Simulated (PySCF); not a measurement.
Ionisation energy of Sm⁺ by level of theory

Sm⁺ [Xe] 4f6 6s1 [4f5/2^6 6s1/2^1, M_J = 1/2] → Sm²⁺ [Xe] 4f6 [4f5/2^6, M_J = 0], as a difference of total energies. All numbers are calculated (PySCF 2.14, the two-component X2C-1e Hamiltonian, in x2c-TZVPall-2c (11s11p10d4f1g, 131 functions)). Correlated levels: [Ar] 3d10 frozen; the 18 highest virtual spinors dropped. "Screened" scales the spin-orbit matrix elements by Boettger's factors to mimic the two-electron term; Breit and QED terms are absent.

```json
{"method": "GHF (spin-free)", "ionisation energy (eV)": "10.322"}
{"method": "GMP2 (spin-free)", "ionisation energy (eV)": "11.111"}
{"method": "GHF (screened spin-orbit)", "ionisation energy (eV)": "10.323"}
{"method": "GMP2 (screened spin-orbit)", "ionisation energy (eV)": "11.111"}
```

Question: How much does correlation contribute at GMP2 (screened spin-orbit)?

Answer: 11.111 − (10.323) = 0.788 eV, measured against GHF (screened spin-orbit).

The spin-free rows relax to the high-spin LS determinant and lack the spin-orbit shift.

The labels give the starting determinants; with spin-orbit coupling the two ends relaxed to ⟨J²⟩ = 6.26, ⟨L²⟩ = 11.92, ⟨S²⟩ = 15.63 and ⟨J²⟩ = 5.51, ⟨L²⟩ = 11.92, ⟨S²⟩ = 11.91.

The determinant of Sm⁺ and of Sm²⁺ mixes levels of different J (the jj label is only the starting occupation), so the difference between spin-free and spin-orbit rows is not the physical spin-orbit shift.

For comparison: 11.078 ± 0.02 eV (semi-empirical (NIST evaluation); NIST Atomic Spectra Database, ionization energies).
